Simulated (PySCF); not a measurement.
B3LYP has the VWN-RPA correlation part, as in Gaussian. 

Z-matrix (Å, degrees):
```
W
O 1 1.6935
Cl 1 2.3172 2 103.54
Cl 1 2.3172 2 103.55 3 -179.90
Cl 1 2.3174 2 103.56 3 90.05
Cl 1 2.3174 2 103.60 3 -89.91
```
Charge 0, spin multiplicity 1.

Problem. What is the computed total energy, HOMO–LUMO gap, HOMO, LUMO and dipole moment (B3LYP-D3(BJ)/def2-TZVP // TPSS-D3(BJ)/def2-SVP run with PySCF 2.14.0)?

Solution. 
```
Item                   Value
-------------  -------------
total energy   -1983.5570 Ha
HOMO–LUMO gap        3.48 eV
HOMO                -8.75 eV
LUMO                -5.28 eV
dipole moment      0.145 e·Å
```
